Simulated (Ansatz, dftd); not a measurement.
Species: Si2H4F2, charge 0, singlet. Si2H4F2 (difluoro(silyl)silane, SMILES [SiH](F)(F)[SiH3]).
B3LYP-D3(BJ)/def2-TZVP minimum from Ansatz (a quantum-chemistry and plane-wave program):
```xyz
8

Si    -1.7176     0.2083     0.2049
Si     0.6136    -0.0351     0.2729
F      1.2945     1.0900    -0.6385
F      1.0207    -1.4516    -0.3500
H     -2.1963     0.1012    -1.1921
H     -2.0820     1.5333     0.7592
H     -2.3392    -0.8539     1.0303
H      1.2362     0.0496     1.6095
```
Charge 0, spin multiplicity 1.

Property: atomisation energy (electronic, to ground-state atoms), in kcal/mol. UHF or UKS for unpaired electrons; spin-orbit terms are left out. Cores are frozen in correlated methods. Rows without X2C or -DK are non-relativistic. CBS(X,Y): correlation extrapolated as X^-3, Hartree-Fock from the larger set. A bracket is a step between two methods taken in the basis named. Functionals run without relativity, which enters their misses. Double hybrids freeze cores in their MP2 part. '+ core + X2C': CCSD(T) terms for core correlation (cc-pwCVTZ, 1s frozen past Ne) and scalar relativity (cc-pVTZ-DK). Where a partner has so few electrons that a lower coupled-cluster level is exact, that level stands in.

```json
[
 {"level": "HF/cc-pV(Q+d)Z", "program": "Ansatz", "atomisation energy (kcal/mol)": "499.5", "difference against the last row": "-155.2"},
 {"level": "r2SCANh/def2-TZVPD", "program": "Ansatz", "atomisation energy (kcal/mol)": "644.7", "difference against the last row": "-10.0"},
 {"level": "CAM-B3LYP-D3(BJ)/def2-TZVPD", "program": "Ansatz + dftd3", "atomisation energy (kcal/mol)": "652.9", "difference against the last row": "-1.8"},
 {"level": "wB97X-V/def2-TZVPD", "program": "Ansatz", "atomisation energy (kcal/mol)": "654.9", "difference against the last row": "0.2"},
 {"level": "B2GP-PLYP-D3(BJ)/def2-TZVPD", "program": "Ansatz + dftd3", "atomisation energy (kcal/mol)": "643.8", "difference against the last row": "-10.9"},
 {"level": "B2GP-PLYP/def2-TZVPD", "program": "Ansatz", "atomisation energy (kcal/mol)": "640.6", "difference against the last row": "-14.1"},
 {"level": "CCSD/cc-pV(D+d)Z", "program": "Ansatz", "atomisation energy (kcal/mol)": "584.0", "difference against the last row": "-70.7"},
 {"level": "CCSDT(Q)/cc-pV(D+d)Z", "program": "Ansatz", "atomisation energy (kcal/mol)": "589.2", "difference against the last row": "-65.5"},
 {"level": "CCSD(T)/CBS(cc-pV(T+d)Z,cc-pV(Q+d)Z) + [CCSDT(Q) - CCSD(T)]/cc-pV(D+d)Z + core + X2C", "program": "Ansatz", "atomisation energy (kcal/mol)": "654.7", "difference against the last row": "0.0"}
]
```
